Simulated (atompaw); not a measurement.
# Pseudopotential generation for molybdenum: PAW (atompaw), LDA (PW92), scalar-relativistic.

atompaw 4.2.0.5 input, output lines left out:

```
Mo 42
LDA-PW scalarrelativistic loggrid 1500 logderivrange -7 5 301
5 5 4 0 0 0
5 0 1
5 1 0
4 2 5
0 0 0
c
c
c
v
v
c
c
v
v
c
v
2
2.65 2.40 2.45 1.80
n
n
y
2.35
n
custom rrkj gramschmidtortho besselshape
bessel
2.05
2.65
1.70
2.65
2.65
2.65
```

Estimate the cutoffs (Ry, on a coarse ladder) from which the occupation-weighted sum of valence levels, in a spherical-Bessel basis at the reference potential, stays within 10 and 1 mRy of its value at 400 Ry.

30 Ry and 50 Ry.

What does a ghost test show?

No extra level below or beside the all-electron valence levels (s, p, d, f tested).

Is the overlap operator S = 1 + Σ q|β⟩⟨β| positive definite (Bessel basis up to 400 Ry)?

Yes: its lowest eigenvalue is 0.49 (s channel).

Which valence shell sets the plane-wave cutoff?

4p: its level needs 30 Ry to come within 1 mRy, against 15 Ry for 4s.
